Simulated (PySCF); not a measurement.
## Working out the ionisation energy of S⁺

S⁺ [Ne] 3s2 3p3 (4S) → S²⁺ [Ne] 3s2 3p2 (3P). Calculation: PySCF 2.14, in cc-pVDZ-DK (4s3p1d, 18 functions); scalar relativity by spin-free X2C-1e. Frozen: [Ne]. Energies in hartree (1 hartree = 27.21139 eV):

```tsv
part	S⁺ (lower)	S²⁺ (upper)
UHF	-398.239309	-397.403624
CCSD correlation	-0.086257	-0.073797
(T)	-0.000903	-0.000816
```

Problem. What does Hartree-Fock give?

Solution. (-397.403624) − (-398.239309) = 0.835685 hartree = 22.740 eV.

Problem. What do CCSD and CCSD(T) give?

Solution. The CCSD correlation energies differ by 0.012460 hartree = 0.339 eV and the triples by 0.000087 hartree = 0.002 eV, so CCSD gives 23.079 eV and CCSD(T) 23.081 eV.

Reference: 23.338 eV (measured; NIST Atomic Spectra Database, ionization energies), between the lowest levels; spin-orbit coupling is absent from the calculation.

A double-zeta basis recovers only part of the correlation energy.

What remains against the reference includes basis incompleteness, the frozen core and higher excitations.
